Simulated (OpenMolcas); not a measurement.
Cr4+ among 5 point charges of -1.5 e arranged as a trigonal bipyramid (D3h). The axial distance is 1.17 times the equatorial one, R.

```
Program             : OpenMolcas
Method              : CASSCF
Basis               : ANO-RCC-VDZP [5s4p2d1f]
Scalar Hamiltonian  : DKH2, point nucleus
Active space        : 2 electrons in 5 orbitals (3d)
State averaging     : 2S+1 = 3 even, 10 roots; 2S+1 = 1 even, 15 roots
Spin-orbit coupling : RASSI with atomic mean-field integrals over the reference wave functions
```

All point charges move together. At R = 1.84 Å the first state of the same spin is 1217 cm-1, and at R = 2.06 Å it is 695.9 cm-1.

Q: A third run gives 1559 cm-1. What distance was it run at?

A: With a power law R^-n the two known points give n = -ln(695.9 / 1217) / ln(2.06 / 1.84) = 4.95. Then R = 1.84 × (1217 / 1559)^(1/4.95) = 1.750 Å. The run was at 1.75 Å, so the estimate is off by 0 Å.

Without dynamic correlation the repulsion within the d shell is too large (B by tens of per cent), so at a given field states of lower spin stand too high. The ground term spreads over less than 5000 cm-1, several times less than with real ligands, so orbital moments are less quenched and χT lies further from the spin-only value than at real sites. Point charges carry no covalency, so the field is a model and not that of real ligands. No measured value stands beside these numbers.
